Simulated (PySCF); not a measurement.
SMILES CS/C=C\C(C)C (C6H12S) at its GFN2-xTB optimised geometry (Å):

```
19

C      1.4234    -2.6327    -0.0231
S      1.1267    -0.8402     0.0000
C     -0.6330    -0.8402     0.0000
C     -1.4365     0.2161     0.0000
C     -1.0402     1.6680    -0.0025
C     -0.2500     2.0240     1.2587
C     -0.2331     2.0171    -1.2548
H      0.9973    -3.0620    -0.9256
H      2.5000    -2.7703    -0.0206
H      0.9900    -3.0864     0.8639
H     -1.0383    -1.8405     0.0016
H     -2.5000     0.0152     0.0027
H     -1.9590     2.2648    -0.0105
H     -0.0176     3.0864     1.2679
H     -0.8271     1.7862     2.1498
H      0.6819     1.4655     1.2886
H     -0.7940     1.7645    -2.1520
H      0.7039     1.4670    -1.2642
H     -0.0098     3.0813    -1.2721
```

Computed with PBE0/def2-SVP (PySCF).

Map of the log10 of the electron density (e/bohr³), floored at −4 on the plane z = 0.8 Å:

```
|000000000000000000000000000|
|000000000000000000000000000|
|000000000000111000000000000|
|000000000012333200000000000|
|000000001124555320000000000|
|000000123345776531000000000|
|000000244557887532000000000|
|000001356678998642000000000|
|000001356789998753100000000|
|000001346789999864200000000|
|000001345788888764200000000|
|000002456777666654320000000|
|000013567887655665431000000|
|000014567888766777642000000|
|000013566788877888653100000|
|000002345678888998753100000|
|000000234578777888653100000|
|000000023567666777643100000|
|000000013466556787654310000|
|000000002344457898765310000|
|000000000123357998765310000|
|000000000001357987654310000|
|000000000000245665443100000|
|000000000000023443321000000|
|000000000000001221100000000|
|000000000000000000000000000|
|000000000000000000000000000|
```
Scale: ten equal steps from -4.00 (start of '0') to -0.609 (end of '9'), in the order '0123456789'; x runs from -5.50 to 5.50, y from -5.50 (bottom) to 5.50 (top).
